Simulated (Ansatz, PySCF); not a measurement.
C4H8Cl, SMILES C([CH2])(Cl)(C)C, multiplicity 2. Atoms are numbered in the order given.

```xyz
13

C      0.6863     1.5177     0.0000
C      0.4231     0.0694     0.0000
C      0.9024    -0.6224     1.2635
C      0.9024    -0.6224    -1.2635
Cl    -1.4478    -0.0908     0.0000
H      0.6665     2.0754     0.9393
H      0.6665     2.0754    -0.9393
H      0.4884    -0.1356     2.1576
H      0.5956    -1.6778     1.2689
H      2.0020    -0.5738     1.3152
H      0.5956    -1.6778    -1.2689
H      0.4884    -0.1356    -2.1576
H      2.0020    -0.5738    -1.3152
```
Charge 0, spin multiplicity 2.

Geometry: PBE0-D3(BJ)/def2-SVP. The isomer is the one that the SMILES or the coordinates give; other isomers of the formula were not compared.

Two levels are set side by side: PBE-D3(BJ)/def2-SVP (Ansatz, a first-principles code) and PBE0-D3(BJ)/def2-SVP (Ansatz). Each level has its own optimised geometry; the coordinates shown are those of the second. Frequencies come from the Hessian of PySCF at each geometry. Differences are taken from unrounded values.

| quantity | PBE0-D3(BJ) | PBE-D3(BJ) | PBE-D3(BJ) minus PBE0-D3(BJ) |
|---|---|---|---|
| mean bond length (Å) | 1.264 | 1.275 | 0.011 |
| bond C1–C2 (Å) | 1.472 | 1.468 | -0.004 |
| bond C2–C3 (Å) | 1.518 | 1.525 | 0.007 |
| bond C2–C4 (Å) | 1.518 | 1.525 | 0.007 |
| bond C2–Cl5 (Å) | 1.878 | 1.931 | 0.054 |
| bond C1–H6 (Å) | 1.093 | 1.101 | 0.008 |
| bond C1–H7 (Å) | 1.093 | 1.101 | 0.008 |
| bond C3–H8 (Å) | 1.099 | 1.107 | 0.008 |
| bond C3–H9 (Å) | 1.099 | 1.107 | 0.008 |
| bond C3–H10 (Å) | 1.102 | 1.111 | 0.009 |
| bond C4–H11 (Å) | 1.099 | 1.107 | 0.008 |
| bond C4–H12 (Å) | 1.099 | 1.107 | 0.008 |
| bond C4–H13 (Å) | 1.102 | 1.111 | 0.009 |
| highest harmonic wavenumber (cm⁻¹) | 3290 | 3199 | -92 |
| mean harmonic wavenumber (cm⁻¹) | 1437 | 1391 | -46 |
| zero-point energy (kcal/mol) | 67.79 | 65.64 | -2.16 |

GGA bonds tend to be longer and softer than those of functionals with exact exchange. Differences between two approximate levels are no errors against the true value.
